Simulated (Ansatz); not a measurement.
`ClB(Cl)[Si](Cl)(Cl)Cl`. The species carries charge 0 and has multiplicity 1. All single points use the PBE0-D4/def2-TZVP geometry. It is one conformer, not always the lowest.

```xyz
7

Cl    1.143    1.976   -1.085
B     0.450    1.095    0.237
Cl    0.430    1.770    1.831
Si   -0.316   -0.734   -0.133
Cl    1.188   -1.956   -0.768
Cl   -1.722   -0.594   -1.601
Cl   -1.173   -1.556    1.519
```

(1) What is the dipole moment at B3LYP/def2-TZVPP? (An estimate is asked.)

(2) And with PBE, r2SCAN, ωB97M-V? (Best estimate.)

(3) Give the Mulliken charges with B3LYP, ωB97M-V, r2SCAN in def2-TZVPP. (Best estimate.)

## Answers

(1) The calculation gave: 0.97 D, with components (0.33, 0.87, 0.25) D in this frame, pointing from negative to positive charge.

(2) Ansatz gave: PBE 1.01 D, r2SCAN 0.96 D, ωB97M-V 0.94 D.

(3) Ansatz gave: 
| atom | B3LYP | ωB97M-V | r2SCAN |
| --- | --- | --- | --- |
| Cl1 | -0.07 | -0.04 | -0.07 |
| B2 | 0.20 | 0.10 | 0.15 |
| Cl3 | -0.06 | -0.03 | -0.06 |
| Si4 | 0.51 | 0.43 | 0.57 |
| Cl5 | -0.19 | -0.16 | -0.20 |
| Cl6 | -0.19 | -0.16 | -0.20 |
| Cl7 | -0.19 | -0.16 | -0.20 |

B3LYP here is the variant with VWN-RPA as its local correlation; programs differ in this.
